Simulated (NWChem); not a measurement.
# BH3Se; SMILES B[SeH]

All runs: NWChem. Pople sets run with spherical d functions. All runs use the structure optimised with PBE-D3(BJ)/def2-SVP. Hybrids' shares of exact exchange are those that their runs print; pure functionals count as 0. The functionals differ in more than this share.

```
row                  share of exact exchange  highest occupied level (eV)
-------------------  -----------------------  ---------------------------
PBE/6-31G*                              0.00                        -6.72
BP86/6-31G*                             0.00                        -6.82
B3LYP/6-31G*                            0.20                        -7.53
BHandHLYP/6-31G*                        0.50                     withheld
Hartree-Fock/6-31G*                     1.00                       -10.16
```

### Question
Fit a straight line of the last column on the one before it, predict the withheld value, and compare with the run.

### Answer

1. Means of the 4 shown rows: x = 0.300, y = -7.808. Slope Σ(x − x̄)(y − ȳ)/Σ(x − x̄)² = -2.297/0.6800 = -3.378; intercept -6.794.
2. The shown rows scatter about the line by 0.050 (root mean square); the largest residual is +0.07, at PBE/6-31G*.
3. At x = 0.50 (BHandHLYP/6-31G*; inside the shown range) the line gives -8.48.
4. The run gives -8.68, -0.20 from the line, 4.0 times the scatter.
